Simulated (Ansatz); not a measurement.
One change: `NB1C[SiH2]1` becomes `IB1C[SiH2]1`.

Ansatz, PBE0-D4/def2-TZVP geometries, multiplicity 1. Each molecule was computed in one conformer, which needn't be the lowest.

Elements past krypton have def2 core potentials.  Spin–orbit coupling is left out; it splits and shifts lone-pair levels of the heavy atoms by tenths of an eV.

```csv
property,`NB1C[SiH2]1`
HOMO energy (ωB97M-V/def2-TZVPP) / eV,-8.31
size of the dipole moment (ωB97M-V/def2-TZVPP) / D,2.28
"ideal-gas entropy at 298 K and 1 bar (rigid rotor, harmonic PBE0-D4/def2-TZVP) / J/(mol·K)",312
LUMO energy (PBE/def2-TZVPP) / eV,-1.46
HOMO energy (PBE0/def2-TZVPP) / eV,-6.22
LUMO energy (ωB97M-V/def2-TZVPP) / eV,1.53
```

**Question.** Give the same properties after the change, and the shifts. (Best estimate.)

**Answer.** Computed: 
```json
{"property": "HOMO energy (ωB97M-V/def2-TZVPP) / eV", "`IB1C[SiH2]1`": "-8.75", "shift": "-0.44"}
{"property": "size of the dipole moment (ωB97M-V/def2-TZVPP) / D", "`IB1C[SiH2]1`": "1.50", "shift": "-0.78"}
{"property": "ideal-gas entropy at 298 K and 1 bar (rigid rotor, harmonic PBE0-D4/def2-TZVP) / J/(mol·K)", "`IB1C[SiH2]1`": "331", "shift": "19"}
{"property": "LUMO energy (PBE/def2-TZVPP) / eV", "`IB1C[SiH2]1`": "-2.85", "shift": "-1.39"}
{"property": "HOMO energy (PBE0/def2-TZVPP) / eV", "`IB1C[SiH2]1`": "-6.72", "shift": "-0.50"}
{"property": "LUMO energy (ωB97M-V/def2-TZVPP) / eV", "`IB1C[SiH2]1`": "-0.05", "shift": "-1.58"}
```

With PBE0 the HOMO falls by 0.50 eV and the LUMO falls by 1.50 eV, so the gap narrows by about 1.00 eV. PBE moves the HOMO by -0.53 eV and ωB97M-V by -0.44 eV. The zero-point energy changes by -70.1 kJ/mol with -6 modes. Dipoles are sizes alone; their direction can turn.
